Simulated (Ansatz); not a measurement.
Two isomers of C8H16: A = `CC[C@@H]1CCC[C@H]1C`, B = `CC1(C)CCCCC1`.

Calculated with Ansatz (gas phase, PBE0-D4/def2-TZVP geometries, no zero-point term in ΔE). CBS: MP2 limit from def2 TZ/QZ plus the TZ coupled-cluster correction, frozen cores. DFT in def2-TZVPP. One conformer a species, not always the lowest.

(1) Which is lower in electronic energy at CCSD(T)/CBS, and by how much? (Estimate.)

(2) Give E(B) − E(A) in kJ/mol with BLYP-D4, HF/def2-TZVPP, CCSD/def2-TZVPP, CCSD(T)/def2-TZVPP, CCSD(T)/def2-SVP, ωB97M-V, B2PLYP. (Estimate.)

Largest T1 diagnostic: 0.009.

Answers

(1) The calculation gave: B, by 24.9 kJ/mol.

(2) Ansatz gave: BLYP-D4 -22.2, HF/def2-TZVPP -14.0, CCSD/def2-TZVPP -23.6, CCSD(T)/def2-TZVPP -25.0, CCSD(T)/def2-SVP -27.7, ωB97M-V -23.5, B2PLYP -19.6. None reverses the order clearly.

Leaving LDA and LC-ωPBE aside and taking each functional with its dispersion term where it has one, the values, not all of them listed here, spread over 4.7 kJ/mol, from B97M-V to B2PLYP. LDA lies −13.8 kJ/mol from PBE without D4. The D4 term adds −8.2 kJ/mol with B3LYP and −4.3 kJ/mol with PBE0; it sums over pairs of atoms, weighted by their polarisabilities, and B3LYP, whose exchange is more repulsive, gets the larger term.

B3LYP here is the variant with VWN-RPA as its local correlation; programs differ in this.
